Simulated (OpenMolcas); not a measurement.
Mn3+: the spin-orbit constant, worked from levels

* Program: OpenMolcas
* Basis: ANO-RCC-VQZP [7s6p4d3f2g1h]
* Scalar Hamiltonian: DKH2, point nucleus
* Active space: 4 electrons in 5 orbitals (3d)
* State averaging: 2S+1 = 5 even, 5 roots; 2S+1 = 3 even, 45 roots; 2S+1 = 1 even, 50 roots
* Spin-orbit coupling: state interaction with AMFI integrals over the reference wave functions, term energies averaged over their components

Methods: CASSCF; MS-CASPT2, IPEA 0.25 Eh, imaginary shift 0.1 Eh (closed shells correlated: 3s 3p). Measured levels: Corliss and Sugar, J. Phys. Chem. Ref. Data 6, 1253 (1977).

**The spin-orbit constant.** For the Hund term ⁵D of d4, E(J) = (A/2) J(J+1) + constant and ζ = 2S·A = 4A. From J = 0 to J = 4 the energy changes by 10 A.

```
   Source  E(4) - E(0)     A    ζ
   CASSCF        935.7  93.6  374
MS-CASPT2        939.4  93.9  376
 measured        885.8  88.6  354
```

All in cm-1. MS-CASPT2 is off by +6.1 % and CASSCF by +5.6 %. Both methods take the spin-orbit matrix elements from the reference wave functions, so the second can move ζ only through the term energies and any multistate remixing. Second-order mixing with other terms is absorbed into this ζ.

CASPT2 breaks the degeneracy within a term, and the mean is taken; among the terms shown or strongly mixed into the levels shown the widest spread is 17 cm-1 (3d⁴ ⁵D, MS-CASPT2). Without dynamic correlation excited terms often stand tens of per cent too high (terms of higher spin than the ground term too low), and those without a measured partner can miss by more than the paired ones (holds for CASSCF). Measured partners are found by configuration, term and J. A level has none where our copy of the source lacks it or the pairing is in doubt (some pairs that miss far off the trend of their configuration count as doubtful), and it then counts in no deviation. Levels of configurations outside the active space are missing.
